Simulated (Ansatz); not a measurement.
Ansatz (a quantum-chemistry and plane-wave program) input (B3LYP-D3(BJ)/def2-TZVP):

Ansatz 0.2 input:
```yaml
crystal:
  periodic: [false, false, false]
  atoms:
    - {symbol: C, position_ang: [-0.86824649, -0.15053374, -0.00729769]}
    - {symbol: C, position_ang: [0.55414241, 0.01788331, 0.14306515]}
    - {symbol: Cl, position_ang: [1.39085857, -1.54103740, 0.12909305]}
    - {symbol: Cl, position_ang: [1.24614792, 1.01027195, -1.28331867]}
    - {symbol: Cl, position_ang: [-1.92048540, 0.95912277, 0.69104064]}
    - {symbol: H, position_ang: [-1.28199758, -0.84132787, -0.72086237]}
    - {symbol: H, position_ang: [0.85392849, 0.58206586, 1.02592738]}
basis:
  gaussian:
    orbitals: def2-TZVP
hamiltonian:
  xc: b3lyp
  dispersion: d3bj
magnetization: {spin_polarized: true, initial_magnetization: 1}
relax: {f_tol: 0.002, max_steps: 150}
```

Output:

```
Functional definition: B3LYP
integrals: 0.12 GiB planned
1237 factors; their error is unknown
mean field: 1.45 GiB planned
mean field evaluation 1: about -39671.1112 eV, gradient 3.2e1 eV
mean field evaluation 2: about -39663.2475 eV, gradient 5.0e1 eV
mean field evaluation 4: about -39675.9106 eV, gradient 2.9e0 eV
mean field evaluation 8: about -39675.9517 eV, gradient 1.3e-1 eV
mean field evaluation 16: about -39676.0311 eV, gradient 4.9e-4 eV
mean field -39676.03109470 eV, -1458.0672493503 hartree, gradient 2.9e-5 eV, S^2 0.755450; 0 other end points of the search recorded, 0 dependent functions left out
the calculation of the forces begins
reference -39676.03136018 eV, -1458.0672591067 hartree; 33, 32 occupied and 152, 153 virtual orbitals, 1237 factors
relax step   1: F+E_penalty+E_count = -39676.42280658 eV  Δ(F+E_penalty+E_count) = +0.000e0 eV  max|allowed force component| = 5.984e-1 eV/Å  Δτ_max = 0.0000 Å  (34 SCF iters, accepted)
these checks for a lower state are left out or cut short: starts, cluster_reference, orbital_swaps, neighbouring_geometries, increment
integrals: 0.12 GiB planned
1237 factors; their error is unknown
mean field: 1.45 GiB planned
mean field -39676.04889783 eV, -1458.0679036033 hartree, gradient 2.0e-5 eV, S^2 0.755394; 0 other end points of the search recorded, 0 dependent functions left out
the calculation of the forces begins
reference -39676.04916423 eV, -1458.0679133934 hartree; 33, 32 occupied and 152, 153 virtual orbitals, 1237 factors
relax step   2: F+E_penalty+E_count = -39676.43953905 eV  Δ(F+E_penalty+E_count) = -1.673e-2 eV  max|allowed force component| = 3.749e-1 eV/Å  Δτ_max = 0.0432 Å  (35 SCF iters, accepted)
these checks for a lower state are left out or cut short: starts, cluster_reference, orbital_swaps, neighbouring_geometries, increment
integrals: 0.12 GiB planned
1237 factors; their error is unknown
mean field: 1.45 GiB planned
mean field evaluation 32: about -39676.0549 eV, gradient 3.1e-3 eV
mean field -39676.05493416 eV, -1458.0681254343 hartree, gradient 1.0e-5 eV, S^2 0.755339; 0 other end points of the search recorded, 0 dependent functions left out
the calculation of the forces begins
reference -39676.05520061 eV, -1458.0681352265 hartree; 33, 32 occupied and 152, 153 virtual orbitals, 1237 factors
relax step   3: F+E_penalty+E_count = -39676.44542437 eV  Δ(F+E_penalty+E_count) = -5.885e-3 eV  max|allowed force component| = 2.380e-1 eV/Å  Δτ_max = 0.0197 Å  (36 SCF iters, accepted)
these checks for a lower state are left out or cut short: starts, cluster_reference, orbital_swaps, neighbouring_geometries, increment
integrals: 0.12 GiB planned
1237 factors; their error is unknown
mean field: 1.45 GiB planned
mean field -39676.05750509 eV, -1458.0682199143 hartree, gradient 1.4e-5 eV, S^2 0.755209; 0 other end points of the search recorded, 0 dependent functions left out
the calculation of the forces begins
reference -39676.05777155 eV, -1458.0682297068 hartree; 33, 32 occupied and 152, 153 virtual orbitals, 1237 factors
relax step   4: F+E_penalty+E_count = -39676.44875012 eV  Δ(F+E_penalty+E_count) = -3.326e-3 eV  max|allowed force component| = 6.666e-2 eV/Å  Δτ_max = 0.0309 Å  (35 SCF iters, accepted)
these checks for a lower state are left out or cut short: starts, cluster_reference, orbital_swaps, neighbouring_geometries, increment
integrals: 0.12 GiB planned
1237 factors; their error is unknown
mean field: 1.45 GiB planned
mean field -39676.05752817 eV, -1458.0682207624 hartree, gradient 8.8e-6 eV, S^2 0.755178; 0 other end points of the search recorded, 0 dependent functions left out
the calculation of the forces begins
reference -39676.05779467 eV, -1458.0682305563 hartree; 33, 32 occupied and 152, 153 virtual orbitals, 1237 factors
relax step   5: F+E_penalty+E_count = -39676.44899139 eV  Δ(F+E_penalty+E_count) = -2.413e-4 eV  max|allowed force component| = 1.470e-2 eV/Å  Δτ_max = 0.0102 Å  (36 SCF iters, accepted)
these checks for a lower state are left out or cut short: starts, cluster_reference, orbital_swaps, neighbouring_geometries, increment
integrals: 0.12 GiB planned
1237 factors; their error is unknown
mean field: 1.45 GiB planned
mean field -39676.05751763 eV, -1458.0682203751 hartree, gradient 8.5e-6 eV, S^2 0.755182; 0 other end points of the search recorded, 0 dependent functions left out
the calculation of the forces begins
reference -39676.05778410 eV, -1458.0682301677 hartree; 33, 32 occupied and 152, 153 virtual orbitals, 1237 factors
relax step   6: F+E_penalty+E_count = -39676.44902922 eV  Δ(F+E_penalty+E_count) = -3.784e-5 eV  max|allowed force component| = 5.670e-3 eV/Å  Δτ_max = 0.0037 Å  (37 SCF iters, accepted)
these checks for a lower state are left out or cut short: starts, cluster_reference, orbital_swaps, neighbouring_geometries, increment
integrals: 0.12 GiB planned
1237 factors; their error is unknown
mean field: 1.45 GiB planned
mean field -39676.05748278 eV, -1458.0682190946 hartree, gradient 8.5e-6 eV, S^2 0.755180; 0 other end points of the search recorded, 0 dependent functions left out
the calculation of the forces begins
reference -39676.05774927 eV, -1458.0682288878 hartree; 33, 32 occupied and 152, 153 virtual orbitals, 1237 factors
relax step   7: F+E_penalty+E_count = -39676.44903340 eV  Δ(F+E_penalty+E_count) = -4.174e-6 eV  max|allowed force component| = 1.375e-3 eV/Å  Δτ_max = 0.0029 Å  (38 SCF iters, accepted)
integrals: 0.12 GiB planned
1237 factors; their error is unknown
mean field: 1.45 GiB planned
mean field evaluation 64: about -39676.0575 eV, gradient 5.5e-5 eV
mean field -39676.05748278 eV, -1458.0682190946 hartree, gradient 5.5e-5 eV, S^2 0.755180; 1 other end points of the search recorded, 0 dependent functions left out
the calculation of the forces begins
reference -39676.05774927 eV, -1458.0682288878 hartree; 33, 32 occupied and 152, 153 virtual orbitals, 1237 factors
Total energy: -39676.44929988 eV, -1458.0826181074 hartree
Atom 0 at    -0.870005    -0.167699     0.002643 Å, force    -0.000466     0.001375    -0.000059 eV/Å
Atom 1 at     0.572367     0.022061     0.122146 Å, force     0.000685     0.000988    -0.000711 eV/Å
Atom 2 at     1.403391    -1.560266     0.121304 Å, force    -0.000277     0.000056     0.000035 eV/Å
Atom 3 at     1.218696     1.060306    -1.249041 Å, force    -0.000828    -0.000857     0.000613 eV/Å
Atom 4 at    -1.911959     1.013266     0.641213 Å, force     0.000187    -0.000624    -0.000258 eV/Å
Atom 5 at    -1.295585    -0.881422    -0.685098 Å, force     0.000698    -0.000200     0.000248 eV/Å
Atom 6 at     0.857443     0.550200     1.024479 Å, force     0.000002    -0.000738     0.000133 eV/Å
Dipole moment:    -0.196744    -0.038040     0.151267 e Å
```

It need not be the lowest isomer of its formula.
